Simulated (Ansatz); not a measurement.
Gas-phase electronic energies from Ansatz, PBE0-D4/def2-TZVP geometries. CCSD(T)/CBS adds triple-zeta CCSD(T) − MP2 to the extrapolated MP2 energy (def2 sets, frozen cores). This one scheme is used for every species. Functionals use def2-TZVPP. One conformer a species, not always the lowest.

Consider the formal loss of a carbene: `FC/C=C(/F)C(F)F` → `FCC=C(F)F` + `[CH]F`.

```
          species  revPBE energy (Eh)
`FC/C=C(/F)C(F)F`          -554.21977
      `FCC=C(F)F`          -415.66177
          `[CH]F`          -138.42379
```

Q: Work out ΔE.

A: ΔE = (-415.66177) + (-138.42379) − (-554.21977) = 0.13421 Eh = +84.2 kcal/mol. CCSD(T)/CBS gives +89.9 kcal/mol.

Q: What do rigid-rotor, harmonic-oscillator terms from PBE0-D4/def2-TZVP frequencies (298.15 K, 1 bar) make of the CCSD(T)/CBS value? (Estimate.)

A: Computed: ΔZPE = -5.2 kcal/mol, ΔH = +85.8 kcal/mol, ΔS = 172 J/(mol·K), ΔG = +73.5 kcal/mol. Modes under 50 cm⁻¹ make the entropy rough.

Largest T1 diagnostic among the species: 0.018.

From r2SCAN to r2SCAN0 (25 % exact exchange), in def2-TZVPP and without D4, ΔE moves by +1.1 kcal/mol. Leaving LDA and LC-ωPBE aside and taking each functional with its dispersion term where it has one, the values, not all of them listed here, spread over 9.0 kcal/mol, from BLYP-D4 to r2SCAN0-D4. LDA lies +14.7 kcal/mol from PBE without D4. In def2-TZVPP, CCSD(T) changes the Hartree–Fock value by +9.4 kcal/mol (the triples alone add +0.7 kcal/mol) and MP2 by +15.2 kcal/mol.
